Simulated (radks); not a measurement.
The numbers below are computed, except where a source is named.
Spin polarisation of the 3d9 shell in Ni+. Start: [Ar] 3d(up 4.5, down 4.5); electrons of 3d are moved from spin down to spin up, other shells keep equal spins. Level of theory: scalar-relativistic Kohn-Sham, PBE, spin-polarised, spherical densities, finite nucleus; Fermi nuclear charge, rms radius of each element as measured or else 0.836 A^(1/3) + 0.57 fm (a radial shooting solver on a logarithmic mesh with Libxc functionals).

moment (Bohr magnetons),E - E(0) (eV),e(3d up) (eV),e(3d down) (eV),3p down minus up (eV),3s down minus up (eV)
0,0.000,-12.963,-12.963,0.000,0.000
0.25,-0.014,-13.077,-12.846,0.262,0.267
0.5,-0.058,-13.188,-12.727,0.524,0.535
0.75,-0.130,-13.296,-12.604,0.786,0.802
1,-0.231,-13.400,-12.478,1.048,1.069

At moment 1 the spin-polarisation energy is -0.231 eV and the 3d exchange splitting 0.922 eV, that is 0.922 eV per Bohr magneton; E = -I m^2/4 would give I = 0.922 eV.
